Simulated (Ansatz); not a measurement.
The same molecule with X = Li, Na, K. Ansatz, PBE0-D4/def2-TZVP geometries, multiplicity 1.

Outer-core shells of K, Li, Na are correlated without core-valence functions. Scalar relativity is left out up to krypton.

| X | molecule | vertical ionisation energy (CCSD(T)/def2-TZVPP) / eV | mean X–S bond length / Å | HOMO energy (B3LYP/def2-TZVPP) / eV | HOMO energy (ωB97M-V/def2-TZVPP) / eV | LUMO energy (B3LYP/def2-TZVPP) / eV |
| --- | --- | --- | --- | --- | --- | --- |
| Na | `C[S][Na]` | 6.79 | 2.478 | -4.59 | -6.88 | -1.93 |
| K | `C[S][K]` | 6.27 | 2.809 | -4.08 | -6.38 | -1.61 |

Q: Give the row for X = Li, `[Li][S]C`. (Best estimate.)

A: The calculation gave: 
```csv
X,molecule,vertical ionisation energy (CCSD(T)/def2-TZVPP) / eV,mean X–S bond length / Å,HOMO energy (B3LYP/def2-TZVPP) / eV,HOMO energy (ωB97M-V/def2-TZVPP) / eV,LUMO energy (B3LYP/def2-TZVPP) / eV
Li,`[Li][S]C`,7.33,2.134,-4.91,-7.28,-1.56
```

From Li to K the vertical ionisation energy (CCSD(T)/def2-TZVPP) falls at each step, by 1.06 eV in all; the mean X–S bond length rises at each step, by 0.675 Å in all; the HOMO energy (B3LYP/def2-TZVPP) rises at each step, by 0.83 eV in all; the HOMO energy (ωB97M-V/def2-TZVPP) rises at each step, by 0.90 eV in all; the LUMO energy (B3LYP/def2-TZVPP) isn't monotonic: highest at Li, lowest at Na. Bonds lengthen as the atom grows down the group.

B3LYP here is the variant with VWN-RPA as its local correlation; programs differ in this.
